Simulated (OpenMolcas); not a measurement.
**Co2+: effect of the metal basis**

Co2+ with its 6 nearest fluoride ions at 2.089 Å, on the Cd site of idealised cubic KCdF3 (a = 4.302 Å, distance in the model lattice 2.151 Å). The rest of the host is ab initio model potentials to 7.6 Å and point charges beyond; the distance is set by hand and nothing relaxes.

* Program: OpenMolcas
* Method: SS-CASPT2, IPEA 0.25 Eh, imaginary shift 0.1 Eh (closed shells correlated: 3s 3p and the ligand valence shells)
* Spin-orbit coupling: state interaction with AMFI integrals over the reference wave functions

Fixed: ligand basis ANO-RCC-VDZP, active space 7 electrons in 5 orbitals (3d), DKH2 Hamiltonian.

States (labels of O, the rotations of Oh). Energies in cm-1 above the lowest state or level, χT in cm3 K/mol; under a threefold ground state the first gap can be a small split of the lowest multiplet, not the spin-orbit step.

| Run | Metal basis | Ground state | First state of that spin | First gap with spin-orbit (degeneracies) | χT at 300 K | First state of another spin | Cost |
| --- | --- | --- | --- | --- | --- | --- | --- |
| A | ANO-RCC-VDZP | 4T1 | 4T2 7430 | 370 (2, 4) | 3.564 | 2E 13180 | roughly 2.6 core-minutes |
| B | ANO-RCC-VTZP | 4T1 | 4T2 6940 | 370 (2, 4) | 3.585 | 2E 13150 | roughly 4 core-minutes |

Against A, the first state of the same spin changes by -6.6 % in B.

Costs are those of the CASPT2 steps.

Roots that are degenerate in the reference are averaged as groups; the widest CASPT2 spread within a group is 120 cm-1 (the 2-fold group of multiplicity 2 near 28900 cm-1 above the lowest state of its run, A). Shifts and gaps below about the spread of the groups concerned are not significant. Over all roots computed the reference weight is 0.73 to 0.74 in A, 0.72 to 0.74 in B; a low but even weight reflects the number of correlated electrons. An orbital triplet at a regular site is open to Jahn-Teller coupling, which can distort the site and quench the lowest spin-orbit gaps and is left out. A single d shell leaves out the double-shell effect, which counts most for late 3d ions, where the CASPT2 field can be off either way by tens of per cent. Ligand-to-metal charge-transfer states are missing. These CASPT2 states fit no ligand-field parameters well, so their order and spin gaps are uncertain. For late 3d ions with one d shell CASPT2 can put B and the spin-flip bands somewhat low as well as high. With one d shell and no ligand orbital active, 10Dq can be off by tens of per cent for divalent 3d ions, low with halides held by bare charges and at times high in hosts. Free-ion shares, where given, are those of the reference states; single-state CASPT2 does not remix them. No measured value stands beside these numbers; the geometry was set by hand and not optimised.
